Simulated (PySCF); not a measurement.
H2O2Os, neutral, multiplicity 3. Atoms are numbered in the order given.

```xyz
5

Os     0.0000     0.0000    -0.0161
O      0.0000    -1.8380    -0.0197
H      0.0000    -2.3908     0.7680
O      0.0000     1.8380    -0.0197
H      0.0000     2.3908     0.7680
```
Charge 0, spin multiplicity 3.

Geometry: PBE0-D3(BJ)/def2-TZVP. The geometry has at least one imaginary mode, so it is a saddle point at that level. The spin state was assumed, not searched. The def2 effective core potentials stand for the cores of Os; spin–orbit coupling is left out. One conformer was computed; it need not be the lowest.

Level of theory: TDA-LC-ωPBE/def2-SVPD (PySCF).

Vertical excitations. Gas-phase values at a fixed geometry.

Computed lowest excited states:
```csv
state,energy (eV),λ (nm),f,main pairs
root 1,0.33,3702,0.000,β HOMO−1→LUMO 96 %
root 2,0.61,2022,0.000,"α HOMO−2→LUMO 40 %, β HOMO−1→LUMO+1 51 %"
root 3,0.63,1966,0.000,"α HOMO→LUMO 47 %, β HOMO→LUMO+1 42 %, β HOMO−1→LUMO+2 7 %"
root 4,0.80,1540,0.000,β HOMO→LUMO 97 %
root 5,1.03,1203,0.000,"β HOMO−1→LUMO+2 74 %, β HOMO→LUMO+1 23 %"
root 6,1.06,1166,0.000,"α HOMO−2→LUMO 6 %, β HOMO→LUMO+2 91 %"
root 7,1.18,1051,0.000,α HOMO−1→LUMO 96 %
root 8,1.32,937,0.000,"α HOMO→LUMO 50 %, β HOMO→LUMO+1 32 %, β HOMO−1→LUMO+2 16 %"
root 9,1.70,730,0.000,"α HOMO−2→LUMO 53 %, β HOMO−1→LUMO+1 46 %"
root 10,2.11,588,0.000,α HOMO−3→LUMO 95 %
```
Unrestricted roots are not spin-pure.
